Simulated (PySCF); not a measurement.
Si(F)2(I)(OMe) (CH₃F₂IOSi), SMILES I[Si](OC)(F)F. Atoms are numbered in the order given.

```xyz
9

C      2.6688     0.2716    -1.0122
O      1.4912     1.0514    -1.1262
Si    -0.0578     0.6041    -0.9416
F     -0.5573    -0.3105    -2.1675
F     -0.9476     1.9364    -0.9529
I     -0.4257    -0.6293     1.1188
H      3.5319     0.9481    -1.0838
H      2.7084    -0.2528    -0.0423
H      2.7317    -0.4726    -1.8234
```
Charge 0, spin multiplicity 1.

Geometry: B3LYP-D3(BJ)/def2-SVP. The structure was generated by enumeration, and PubChem lists no compound with its InChIKey, so it may never have been made. The def2 effective core potentials stand for the cores of I; spin–orbit coupling is left out. Other conformers were not sampled.

All values below come from PBE/def2-TZVP in PySCF.

ESP charges are fitted to the potential on shells at 1.4 to 2.0 van der Waals radii. Atomic charges (e):

```csv
atom,ESP fit,Löwdin
C1,-0.35,…
O2,-0.07,0.12
Si3,0.21,…
F4,-0.12,0.05
F5,-0.12,0.06
I6,0.00,0.21
H7,0.16,…
H8,0.12,…
H9,0.17,…
```

Q: Complete the blanks. (An estimate is asked for; the answer gives what the named calculation found.)

A: 
- C1, Löwdin: -0.35
- Si3, Löwdin: -0.43
- H7, Löwdin: 0.12
- H8, Löwdin: 0.11
- H9, Löwdin: 0.11

Computed Mayer and Wiberg (Löwdin basis) orders of the bonds:
```json
[
 {"bond": "C1–O2", "Mayer": "0.94", "Wiberg": "1.49"},
 {"bond": "O2–Si3", "Mayer": "1.31", "Wiberg": "1.64"},
 {"bond": "Si3–F4", "Mayer": "1.18", "Wiberg": "1.74"},
 {"bond": "Si3–F5", "Mayer": "1.21", "Wiberg": "1.75"},
 {"bond": "Si3–I6", "Mayer": "1.15", "Wiberg": "1.66"},
 {"bond": "C1–H7", "Mayer": "0.96", "Wiberg": "0.94"},
 {"bond": "C1–H8", "Mayer": "0.96", "Wiberg": "0.93"},
 {"bond": "C1–H9", "Mayer": "0.96", "Wiberg": "0.94"}
]
```
